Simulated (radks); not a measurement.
Results of a calculation; reference values are marked as such.
Pd4+, configuration [Kr] 4d6 (the NIST ground configuration). Code: a radial shooting solver on a logarithmic mesh with Libxc functionals. Model: Dirac Kohn-Sham, BP86, spin-unpolarised, spherical densities, point nucleus; open shells fill j = l - 1/2 first.

Radial electron density D(r) = 4 pi r^2 rho(r):

```
   r/bohr * D(r) (the largest magnitude, 73.6, reaches the edge; | marks zero)
 0.002731 |    *
 0.003104 |     *
 0.003556 |      *
 0.004042 |        *
 0.004593 |          *
 0.005263 |            *
 0.005981 |               *
 0.006853 |                  *
 0.007788 |                     *
 0.008852 |                         *
  0.01014 |                            *
  0.01153 |                                *
  0.01321 |                                    *
  0.01501 |                                       *
  0.01706 |                                         *
  0.01954 |                                           *
  0.02221 |                                           *
  0.02545 |                                           *
  0.02892 |                                          *
  0.03287 |                                        *
  0.03766 |                                      *
   0.0428 |                                     *
  0.04904 |                                     *
  0.05574 |                                       *
  0.06335 |                                           *
  0.07258 |                                                *
  0.08249 |                                                    *
  0.09375 |                                                      *
   0.1074 |                                                      *
   0.1221 |                                                  *
   0.1399 |                                             *
    0.159 |                                       *
   0.1807 |                                    *
    0.207 |                                    *
   0.2352 |                                      *
   0.2695 |                                          *
   0.3063 |                                           *
   0.3482 |                                        *
   0.3989 |                                 *
   0.4533 |                        *
   0.5194 |                *
   0.5903 |            *
   0.6709 |           *
   0.7686 |           *
   0.8736 |            *
    1.001 |           *
    1.138 |         *
    1.293 |      *
    1.481 |    *
    1.684 |  *
    1.929 |*
    2.192 |*
    2.491 *
    2.854 *
    3.244 *
    3.717 *
    4.224 *
```

D(r) has 4 maxima, at r = 0.0224, 0.0984, 0.299, 0.874 bohr, and minima at 0.0446, 0.194, 0.682 bohr, inside which lie 2.04, 11.17, 29.10 electrons.
